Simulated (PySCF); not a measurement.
# Polarisability and C₆ of Zn²⁴⁺ (zinc, charge +24)

[He] 2s2 2p2, high-spin 3P determinant. All numbers are calculated (PySCF 2.14, scalar relativity by spin-free X2C-1e, in an even-tempered Gaussian basis (19 s from 6 bohr⁻², ratio 2.2; 11 p from 7.8 bohr⁻², ratio 2.2; 6 d from 33 bohr⁻², ratio 2.4; 5 f from 49 bohr⁻², ratio 2.4; 4 g from 73 bohr⁻², ratio 2.4)). Coupled (time-dependent) response in atomic units; α is the mean over directions.

```tsv
method	mean α (bohr³)	α xx, yy, zz	C₆ (like pair)	S(−4)
UHF	0.007039	0.008701, 0.006208, 0.006208	0.0002257	0.0003261
PBE0	0.006852	0.008595, 0.005981, 0.005981	0.0002179	0.0003050
```

S(−4) is the Cauchy moment in α(ω) = α(0) + S(−4) ω² + …

α(iu) at UHF:

```csv
u (hartree),α(iu) (bohr³)
0,0.007039
0.600,0.006924
1.20,0.006605
2.40,0.005616
3.60,0.004564
4.80,0.003688
6.00,0.003024
9.00,0.002028
12.0,0.001540
18.0,0.001107
30.0,0.0007964
```

For an ion, C₆ is the dispersion term alone; charge-induced terms of lower order in 1/R come first.

The components differ because the open shell of this determinant is not spherical; for a pure term their mean is the scalar polarisability.
